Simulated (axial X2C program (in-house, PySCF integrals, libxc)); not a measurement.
## Levels of NaBe by electron attachment to NaBe⁺ (EOM-EA-CCSD)

Computed with an in-house all-electron X2C program for linear molecules (integrals from PySCF): two-component X2C with atomic mean-field Coulomb and Gaunt terms, Gaussian nuclei, basis Na dyall-acv3z, Be dyall-acv3z with contracted cores.

R = 2.897 Å (near the PBE0 minimum at charge 0 of the determinant lowest at the starting distance; the state shown can have its own minimum elsewhere).

Hartree–Fock spinors of NaBe⁺ (one of each Kramers pair; a window near the gap, which can cut inner shells):

```
  ω  occupied  ε (eV)                     character
1/2       yes  -13.48   70% Be s, 12% Na p, 9% Na s
1/2        no   -4.31   45% Na s, 39% Be p, 8% Na p
1/2        no   -3.32   60% Be p, 35% Na p, 4% Na d
3/2        no   -3.32   60% Be p, 35% Na p, 4% Na d
1/2        no   -2.91  40% Be p, 27% Na p, 21% Na s
1/2        no   -2.02  49% Na p, 28% Na d, 19% Be p
3/2        no   -2.01  49% Na p, 28% Na d, 19% Be p
```

Levels of NaBe obtained by attaching an electron to NaBe⁺:

```tsv
Ω	binding energy (eV)	above lowest (cm⁻¹)	attached spinor	one-particle weight
1/2	4.765	0	46% Be pσ, 40% Na sσ	0.95
1/2	3.837	7485	69% Be pπ, 25% Na pπ	0.93
3/2	3.836	7490	69% Be pπ, 25% Na pπ	0.93
1/2	3.362	11312	35% Be pσ, 28% Na pσ, 25% Na sσ	0.92
1/2	2.323	19694	61% Na pπ, 19% Na dπ, 14% Be pπ	0.93
3/2	2.322	19700	61% Na pπ, 19% Na dπ, 14% Be pπ	0.93
1/2	2.009	22226	36% Na pσ, 24% Na sσ, 19% Be sσ	0.98
```

This point took 11 s on 1 thread of Intel(R) Xeon(R) 6975P-C (Granite Rapids), with other jobs on the host.

Reference electrons by ω block (each with its −ω partner): 1/2: 6, 3/2: 1. 10 electrons of NaBe⁺ correlated (inner shells frozen), 92 natural virtual spinors (a truncated set); levels can be off by some tenths of an eV. Roots sought by Ω: (1/2: 5, 3/2: 4, 5/2: 2, 7/2: 1); the list ends where they run out and leaves out roots under 60 % one-particle weight. The solver can skip a root, and states that need a further excitation, which the method places far too high, are missing though they may lie low or lowest. T1 of the reference 0.011 (Lee–Taylor). The reference was not checked to be the lowest state of its species. Number of frozen shells: Na 1 s; Be 1 s.
